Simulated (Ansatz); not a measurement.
`C=CC12CC3CC(CC(C3)C1)C2` with charge -1. Total charge -1; doublet. Geometry r2SCAN-D4/def2-SVP.

```xyz
30

C    -2.653   -2.047   -0.938
C    -1.291   -2.158   -0.505
C    -0.467   -0.924   -0.198
C     1.023   -1.270   -0.006
C     1.863   -0.022    0.313
C     1.354    0.637    1.605
C    -0.122    1.033    1.434
C    -0.245    2.030    0.271
C     0.265    1.375   -1.022
C     1.739    0.982   -0.843
C    -0.568    0.121   -1.328
C    -0.941   -0.224    1.113
H    -3.272   -2.957   -0.909
H    -2.903   -1.395   -1.794
H    -1.092   -2.959    0.235
H     1.383   -1.773   -0.925
H     1.115   -2.010    0.814
H     2.927   -0.307    0.442
H     1.966    1.532    1.849
H     1.455   -0.068    2.453
H    -0.479    1.521    2.371
H    -1.303    2.329    0.146
H     0.333    2.950    0.494
H     0.176    2.098   -1.859
H     2.356    1.880   -0.638
H     2.121    0.528   -1.777
H    -0.233   -0.353   -2.272
H    -1.631    0.394   -1.458
H    -2.017    0.006    0.988
H    -0.859   -0.950    1.945
```

At PBE-D4/def2-SVP, PBE0-D4/def2-SVP the highest occupied level of the relaxed charge -1 doublet lies above zero (up to 3.52 eV). By energy differences it is unbound by 1.75 eV (each at its own geometry, against the charge 0 singlet, at PBE-D4/def2-SVP) and held by the finite basis.

Problem. Estimate the α-spin orbital energies around the gap (eV) in Ansatz with PBE-D4/def2-SVP, PBE0-D4/def2-SVP.

Solution. 
```csv
orbital,PBE-D4/def2-SVP,PBE0-D4/def2-SVP
HOMO−5,-3.23,-4.42
HOMO−4,-2.66,-3.97
HOMO−3,-2.48,-3.67
HOMO−2,-2.30,-3.34
HOMO−1,-0.44,-1.38
HOMO,3.52,2.98
LUMO,3.88,4.58
LUMO+1,5.00,5.81
LUMO+2,5.05,5.83
LUMO+3,5.17,5.96
LUMO+4,5.61,6.48
LUMO+5,5.68,6.55
β HOMO,0.29,-0.01
β LUMO,3.84,4.56
```
